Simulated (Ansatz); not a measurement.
One geometry of Mg4⁺, several levels of theory.

```yaml
crystal:
  periodic: [false, false, false]
  atoms:
    - {symbol: Mg, position_ang: [0.344961, 0.018395, -1.909739]}
    - {symbol: Mg, position_ang: [-0.439969, -1.877583, 0.257368]}
    - {symbol: Mg, position_ang: [-1.428609, 0.834931, 1.023262]}
    - {symbol: Mg, position_ang: [1.523618, 1.024257, 0.629119]}
basis:
  gaussian: {orbitals: def2-TZVP, initial_orbitals: start.molden}
total_charge: 1
magnetization: {spin_polarized: true, initial_magnetization: 1}
hamiltonian: {xc: pbe0}
scf: {omitted_lower_state_checks: [starts]}
output: {orbitals: {seedname: orbitals}}
```

The file start.molden holds the orbitals of an earlier run on this structure, at another level or in another basis.

```sh
$ ansatz run in.yaml --threads 4 --pin off --events-out ev --progress --plain --max-ram 3916MiB
```

Shortened log:

```
Functional definition: PBE0
1152 factors; their error is unknown
mean field evaluation 1: about -21760.0960 eV, gradient 4.4e0 eV
mean field evaluation 2: about -21760.1426 eV, gradient 1.1e-1 eV
mean field evaluation 4: about -21760.2315 eV, gradient 1.7e-3 eV
mean field -21760.23145333 eV, -799.6737562952 hartree, gradient 1.3e-5 eV, S^2 0.779302; 0 other end points of the search recorded, 0 dependent functions left out
reference -21760.23148699 eV, -799.6737575322 hartree; 24, 23 occupied and 104, 105 virtual orbitals, 1152 factors
Total energy: -21760.23148699 eV, -799.6737575322 hartree
Checks for a lower state left out: starts
```

It took 4 s on 4 threads of Arm Neoverse N1 on a shared host.

First input, but with `hamiltonian: {xc: pbe}` (abridged; 2.8 s):

```
Functional definition: PBE
mean field -21758.38250439 eV, -799.6058086749 hartree, gradient 8.7e-6 eV, S^2 0.764960
Total energy: -21758.38254976 eV, -799.6058103422 hartree
Checks for a lower state left out: starts
```

Geometry: r2SCAN/def2-TZVP.

The structure comes from a short search, and lower isomers may exist.
